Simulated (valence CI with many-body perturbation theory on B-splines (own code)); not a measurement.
# E1 line list for Cs49+

Computed by relativistic CI+MBPT: four valence electrons over a frozen Dirac-Fock core [He], a basis of 11 s, 11 p, 10 d, 8 f, 5 g, 2 h functions for each j, with the one-electron correlation potential Σ1, the two-electron term Σ2, the three-electron term Σ3, Breit, model QED; selected CI, second order for the rest, scaled by the run's own slope (own B-spline code, finite nucleus).

No measured spectrum was set against this ion. As an estimate, large intervals hold to a few tenths of a per cent, small ones and those within an open d or f shell to about a per cent. Among the levels kept, up to 890 cm⁻¹ of a level comes from second order outside the variational space, and about a tenth of that is noise between levels of different J, which matters for small intervals.

Lines 1 to 50 of 542 in falling wavelength, among levels below 53702 × 10³ cm⁻¹, chosen from the strongest by gf and those to the six lowest levels. Wavelengths and rates use the calculated energies. Electric multipoles are in the length gauge with retardation, E1 and E2 with the static RPA response of the core. Weak lines are less certain than strong ones. Lines between different terms over intervals too small for the method are left out, as are lines whose strength nearly cancels. The highest levels of a list are the least certain.

Levels are named by their leading jj configuration (3d3/2^4 stands for four electrons in 3d with j = 3/2), which in mixed levels can hold well under half, so a name can repeat and another be missing. Letters in brackets count levels of one name in rising energy.

```
λ vac (Å)                           Upper                           Lower   A (s⁻¹)  S (a.u.) with core polarisation  S without
    211.9          (2s 2p3/2^2 3p1/2) J=3         (2s 2p3/2^2 3s) J=2 [a]  1.98e+09                         6.50e-02   6.50e-02
    169.0      (2s 2p3/2^2 3p1/2) J=2 [a]             (2s 2p3/2^2 3s) J=3  5.99e+09                         7.13e-02   7.13e-02
    164.9      (2s 2p3/2^2 3d5/2) J=4 [b]      (2s 2p3/2^2 3p3/2) J=3 [b]  2.50e+09                         4.99e-02   4.99e-02
    161.6          (2s 2p3/2^2 3p1/2) J=3             (2s 2p3/2^2 3s) J=3  4.22e+09                         6.15e-02   6.15e-02
    152.3          (2s^2 2p3/2 3d5/2) J=4          (2s^2 2p3/2 3p3/2) J=3  5.53e+09                         8.67e-02   8.67e-02
    150.0  (2s 2p1/2 2p3/2 3d5/2) J=4 [a]  (2s 2p1/2 2p3/2 3p3/2) J=3 [a]  7.88e+09                         1.18e-01   1.18e-01
    149.4      (2s 2p3/2^2 3d5/2) J=3 [c]      (2s 2p3/2^2 3p3/2) J=2 [c]  5.83e+09                         6.71e-02   6.71e-02
    147.8      (2s 2p1/2 2p3/2 3d5/2) J=5      (2s 2p1/2 2p3/2 3p3/2) J=4  9.96e+09                         1.74e-01   1.75e-01
    146.7          (2s 2p3/2^2 3d5/2) J=5          (2s 2p3/2^2 3p3/2) J=4  9.81e+09                         1.68e-01   1.68e-01
    146.2       (2p1/2^2 2p3/2 3d5/2) J=4       (2p1/2^2 2p3/2 3p3/2) J=3  1.12e+10                         1.55e-01   1.55e-01
    145.6  (2s 2p1/2 2p3/2 3d5/2) J=2 [d]  (2s 2p1/2 2p3/2 3p3/2) J=1 [d]  6.09e+09                         4.64e-02   4.64e-02
    145.4       (2p1/2 2p3/2^2 3d5/2) J=3   (2p1/2 2p3/2^2 3p3/2) J=2 [a]  8.66e+09                         9.20e-02   9.20e-02
    145.1       (2p1/2 2p3/2^2 3d5/2) J=4   (2p1/2 2p3/2^2 3p3/2) J=3 [a]  1.07e+10                         1.46e-01   1.46e-01
    144.9          (2s 2p1/2^2 3d5/2) J=3          (2s 2p1/2^2 3p3/2) J=2  1.06e+10                         1.11e-01   1.11e-01
    142.9       (2p1/2^2 2p3/2 3d5/2) J=3       (2p1/2^2 2p3/2 3p3/2) J=2  9.95e+09                         1.00e-01   1.00e-01
    142.0      (2s 2p3/2^2 3d5/2) J=3 [a]      (2s 2p3/2^2 3p3/2) J=2 [a]  5.68e+09                         5.62e-02   5.62e-02
    141.7          (2s^2 2p3/2 3d5/2) J=3          (2s^2 2p3/2 3p3/2) J=2  5.92e+09                         5.82e-02   5.82e-02
    140.4      (2s 2p3/2^2 3d5/2) J=4 [a]      (2s 2p3/2^2 3p3/2) J=3 [a]  8.51e+09                         1.05e-01   1.05e-01
    139.6  (2s 2p1/2 2p3/2 3d5/2) J=4 [c]  (2s 2p1/2 2p3/2 3p3/2) J=3 [c]  1.14e+10                         1.38e-01   1.38e-01
    138.2      (2s 2p3/2^2 3d5/2) J=3 [b]      (2s 2p3/2^2 3p3/2) J=2 [b]  8.05e+09                         7.33e-02   7.33e-02
    138.1  (2s 2p1/2 2p3/2 3d5/2) J=4 [b]  (2s 2p1/2 2p3/2 3p3/2) J=3 [b]  9.87e+09                         1.15e-01   1.15e-01
    138.1  (2s 2p1/2 2p3/2 3d5/2) J=3 [d]  (2s 2p1/2 2p3/2 3p3/2) J=2 [d]  9.60e+09                         8.73e-02   8.73e-02
    136.1          (2s^2 2p1/2 3d5/2) J=3          (2s^2 2p1/2 3p3/2) J=2  1.18e+10                         1.03e-01   1.03e-01
    132.7  (2s 2p1/2 2p3/2 3d5/2) J=2 [c]  (2s 2p1/2 2p3/2 3p3/2) J=1 [c]  7.38e+09                         4.25e-02   4.25e-02
    132.6       (2p1/2^2 2p3/2 3d5/2) J=2       (2p1/2^2 2p3/2 3p3/2) J=1  8.66e+09                         4.98e-02   4.98e-02
    132.3  (2s 2p1/2 2p3/2 3d5/2) J=3 [a]  (2s 2p1/2 2p3/2 3p3/2) J=2 [a]  9.38e+09                         7.51e-02   7.51e-02
    131.9  (2s 2p1/2 2p3/2 3d5/2) J=3 [c]  (2s 2p1/2 2p3/2 3p3/2) J=2 [c]  1.02e+10                         8.06e-02   8.06e-02
    129.6          (2s 2p1/2^2 3d5/2) J=2          (2s 2p1/2^2 3p3/2) J=1  1.32e+10                         7.08e-02   7.08e-02
    128.6  (2s 2p1/2 2p3/2 3d5/2) J=3 [b]  (2s 2p1/2 2p3/2 3p3/2) J=2 [b]  7.63e+09                         5.61e-02   5.61e-02
    123.5      (2s 2p3/2^2 3d5/2) J=2 [b]      (2s 2p3/2^2 3p3/2) J=1 [b]  1.19e+10                         5.54e-02   5.54e-02
    121.8      (2s 2p3/2^2 3d5/2) J=4 [b]          (2p1/2 2p3/2^2 3s) J=3  9.67e+09                         7.76e-02   7.76e-02
    112.5          (2s^2 2p3/2 3d5/2) J=4         (2s 2p1/2 2p3/2 3s) J=3  6.23e+09                         3.94e-02   3.94e-02
    84.99       (2p1/2 2p3/2^2 3d3/2) J=4      (2s 2p3/2^2 3d3/2) J=3 [b]  1.97e+10                         5.37e-02   5.38e-02
    83.27      (2s 2p1/2 2p3/2 3p3/2) J=4          (2s^2 2p3/2 3p3/2) J=3  3.78e+10                         9.70e-02   9.71e-02
    83.10       (2p1/2^2 2p3/2 3p3/2) J=1          (2p1/2^2 2p3/2 3s) J=1  4.12e+10                         3.50e-02   3.51e-02
    83.05  (2s 2p1/2 2p3/2 3d3/2) J=3 [b]  (2s 2p1/2 2p3/2 3p1/2) J=2 [b]  1.81e+10                         3.58e-02   3.58e-02
    82.99          (2p1/2 2p3/2^2 3s) J=3         (2s 2p3/2^2 3s) J=2 [b]  1.55e+10                         3.05e-02   3.05e-02
    82.87   (2p1/2 2p3/2^2 3p3/2) J=3 [b]      (2s 2p3/2^2 3p3/2) J=3 [b]  1.39e+10                         2.72e-02   2.72e-02
    82.69   (2p1/2 2p3/2^2 3p3/2) J=3 [b]      (2s 2p3/2^2 3p3/2) J=2 [c]  1.83e+10                         3.57e-02   3.57e-02
    82.40       (2p1/2 2p3/2^2 3p3/2) J=4      (2s 2p3/2^2 3p3/2) J=3 [b]  6.92e+10                         1.72e-01   1.72e-01
    82.20  (2s 2p1/2 2p3/2 3p3/2) J=3 [b]          (2s^2 2p3/2 3p3/2) J=2  2.08e+10                         3.99e-02   3.99e-02
    81.77      (2s 2p3/2^2 3p3/2) J=3 [a]         (2s 2p3/2^2 3s) J=2 [a]  3.05e+10                         5.75e-02   5.75e-02
    81.26          (2s 2p1/2^2 3d3/2) J=2          (2s^2 2p1/2 3d3/2) J=1  2.12e+10                         2.80e-02   2.80e-02
    81.20   (2p1/2 2p3/2^2 3d3/2) J=3 [b]   (2p1/2 2p3/2^2 3p1/2) J=2 [b]  2.82e+10                         5.21e-02   5.21e-02
    80.96   (2p1/2 2p3/2^2 3d3/2) J=2 [b]   (2p1/2 2p3/2^2 3p1/2) J=2 [b]  2.68e+10                         3.51e-02   3.51e-02
    80.40   (2p1/2 2p3/2^2 3p3/2) J=3 [b]      (2p1/2 2p3/2^2 3s) J=2 [b]  2.17e+10                         3.90e-02   3.90e-02
    79.43   (2p1/2 2p3/2^2 3p3/2) J=2 [a]      (2p1/2 2p3/2^2 3s) J=1 [a]  3.29e+10                         4.07e-02   4.07e-02
    79.27       (2p1/2^2 2p3/2 3p3/2) J=3          (2p1/2^2 2p3/2 3s) J=2  8.15e+10                         1.40e-01   1.40e-01
    78.66       (2p1/2^2 2p3/2 3d3/2) J=3       (2p1/2^2 2p3/2 3p1/2) J=2  4.86e+10                         8.18e-02   8.18e-02
    77.87  (2s 2p1/2 2p3/2 3d3/2) J=1 [b]  (2s 2p1/2 2p3/2 3p1/2) J=2 [b]  3.58e+10                         2.50e-02   2.50e-02
```
